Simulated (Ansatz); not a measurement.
Program: Ansatz. Geometries: PBE0-D4/def2-TZVP. ΔE: electronic, gas phase. CCSD(T)/CBS adds triple-zeta CCSD(T) − MP2 to the extrapolated MP2 energy (def2 sets, frozen cores). This one scheme is used for every species. def2 core potentials past Kr. For W outer-core shells are correlated without core-valence functions, which leaves a few kJ/mol of doubt a bond. One conformer a species, not always the lowest.

Consider the ligand exchange at a W–O bond: `[O]=[W](=[O])([OH])[Cl]` + NH₃ → `[NH2][W](=[O])(=[O])[Cl]` + H₂O.

```
                   species  CCSD(T)/def2-TZVPP energy (Eh)
 `[O]=[W](=[O])([OH])[Cl]`                      -752.79253
                       NH₃                       -56.47595
`[NH2][W](=[O])(=[O])[Cl]`                      -732.92504
                       H₂O                       -76.33701
```

(1) Work out ΔE.

Largest T1 diagnostic among the species: 0.022, so the coupled-cluster value is less sure than usual.

Results:

(1) ΔE = (-732.92504) + (-76.33701) − (-752.79253) − (-56.47595) = 0.00643 Eh = +4.0 kcal/mol. CCSD(T)/CBS gives +3.5 kcal/mol.

Leaving LDA and LC-ωPBE aside and taking each functional with its dispersion term where it has one, the values, not all of them listed here, spread over 2.5 kcal/mol, from HSE06-D4 to B97M-V. LDA lies −1.0 kcal/mol from PBE without D4. From r2SCAN to r2SCAN0 (25 % exact exchange), in def2-TZVPP and without D4, ΔE moves by −0.8 kcal/mol. In def2-TZVPP, CCSD(T) changes the Hartree–Fock value by −1.8 kcal/mol (the triples alone add −0.0 kcal/mol) and MP2 by −2.0 kcal/mol.
